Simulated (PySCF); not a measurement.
**Computed vibrations of CeCl4**

CeCl4 (singlet). PySCF 2.14.0, RKS PBE0, Ce lcecp-2-SVP with ECP46, Cl def2-SVP; non-relativistic Hamiltonian with scalar-relativistic core potentials where named; density fitting; no spin-orbit coupling. Central differences of gradients.

```xyz
5

Ce    0.0000    0.0000    0.0000
Cl    1.4320    1.4320    1.4320
Cl   -1.4320   -1.4320    1.4320
Cl    1.4320   -1.4320   -1.4320
Cl   -1.4320    1.4320   -1.4320
```

Run from Python with OMP_NUM_THREADS=2. Where DIIS fails, smearing, a level shift and second-order steps follow.
It took 24 s on 2 threads of Arm Neoverse V2, with other jobs on the host.

Question: What are the harmonic wavenumbers and infrared intensities?

Answer: Modes are labelled in Td; negative numbers are unstable modes, those under 60 cm⁻¹ near the noise; a finer grid moves soft modes by up to 10 cm⁻¹.
```tsv
cm⁻¹	km/mol	symmetry
81	0.0	e
81	0.0	e
84	6.4	t2
84	6.4	t2
84	6.4	t2
362	0.0	a1
383	101.2	t2
383	101.2	t2
383	101.2	t2
```

Question: Is this a minimum?

Answer: Yes. Ideal gas at 298.15 K and 1 bar: S = 383.9 J/(mol K), Cp = 99.7 J/(mol K), H − H(0 K) = 23.5 kJ/mol (rigid rotor, harmonic modes, spin degeneracy alone).
